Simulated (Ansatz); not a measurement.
The first iterations of a band of Cl₅HW (7 atoms, charge 0, multiplicity 1).

All numbers below come from Ansatz, RKS B3LYP-D4/def2-SVP.

| Item | Value |
| --- | --- |
| movable images | 9 |
| climbing image | yes |
| spring | 5.0 eV/Å² |
| optimiser | quadratic models (default) |
| start path | through a guess of the saddle point |
| force threshold | 0.2 eV/Å |
| iteration limit | 25 |
| end points | relaxed |

First end point:

```xyz
7
Properties=species:S:1:pos:R:3
W 0.192 0.000 -0.004
H -0.314 0.000 1.610
Cl 2.424 0.000 0.536
Cl 0.236 2.266 0.350
Cl -2.168 0.000 0.029
Cl 0.236 -2.266 0.350
Cl -0.054 0.000 -2.320
```

Last end point:

```xyz
7
Properties=species:S:1:pos:R:3
W -0.760 0.004 -0.494
H 1.715 -0.023 1.938
Cl 2.728 0.004 1.138
Cl -0.376 2.140 0.170
Cl -2.991 0.006 -0.086
Cl -0.379 -2.129 0.182
Cl 0.615 -0.002 -2.297
```

| iteration | highest image above the first end (eV) | largest band force component (eV/Å) |
| --- | --- | --- |
| 1 | 2.303 | 2.957 |
| 2 | 1.574 | 1.486 |
| 3 | 1.139 | 2.722 |

Q: Does the band converge within its limit, and where does its top end?

A: It converged. It ended after 10 iterations with the highest image 0.667 eV above the first end. The threshold of 0.2 eV/Å is loose, so the images may lie well off the minimum-energy path. The profile has 2 maxima (images 1, 6) with wells between them (image 3): this band takes more than one step, which may be the mechanism or a detour left from its start path. Another band between the same ends (9 images) ends at a top of the same energy, where a vibrational analysis finds 1 clearly imaginary mode. The orbitals stay closed-shell, which can raise the energy where a bond breaks towards radicals; this wasn't checked here.

The run took 8.3 min on 4 threads of Intel(R) Xeon(R) Platinum 8259CL CPU @ 2.50GHz (Skylake/Cascade Lake), on a shared host, peak memory 0.45 GiB.
